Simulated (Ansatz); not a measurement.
One change: `C[CH](F)[AlH2]` becomes `C[CH]([AlH2])CO`.

Ansatz, PBE0-D4/def2-TZVP geometries, multiplicity 1. Each molecule was computed in one conformer, which needn't be the lowest.

```tsv
property	`C[CH](F)[AlH2]`
HOMO–LUMO gap (ωB97M-V/def2-TZVPP) / eV	9.69
HOMO–LUMO gap (PBE0/def2-TZVPP) / eV	5.86
HOMO energy (PBE/def2-TZVPP) / eV	-6.10
HOMO energy (ωB97M-V/def2-TZVPP) / eV	-9.73
size of the dipole moment (PBE/def2-TZVPP) / D	1.51
LUMO energy (B3LYP/def2-TZVPP) / eV	-1.85
```

Problem. What does the change do to each property? (Best estimate.)

Solution. Ansatz gave: 
```
                                      property  `C[CH]([AlH2])CO`  shift
       HOMO–LUMO gap (ωB97M-V/def2-TZVPP) / eV               9.79   0.10
          HOMO–LUMO gap (PBE0/def2-TZVPP) / eV               6.03   0.17
             HOMO energy (PBE/def2-TZVPP) / eV              -6.09   0.01
         HOMO energy (ωB97M-V/def2-TZVPP) / eV              -9.67   0.06
size of the dipole moment (PBE/def2-TZVPP) / D               1.16  -0.35
           LUMO energy (B3LYP/def2-TZVPP) / eV              -1.65   0.20
```

Dipoles are sizes alone; their direction can turn.

B3LYP here is the variant with VWN-RPA as its local correlation; programs differ in this.
